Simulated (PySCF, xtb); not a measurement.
C8H5FOS, SMILES Fc1ccsc1-c1ccco1.

GFN2-xTB (xtb) at its own geometry gives an orbital gap of 2.82 eV and a dipole moment of 1.37 D.

Geometry: B3LYP-D3(BJ)/def2-SVP. This is a generated structure with no PubChem entry under its InChIKey; it may be hypothetical. Other conformers were not sampled.

**Question.** What does PBE/def2-SVP in PySCF give? (The exact figures need the calculation; the answer reports its results.)

**Answer.** gap 3.04 eV (levels -4.92 and -1.88 eV), dipole 1.02 D.
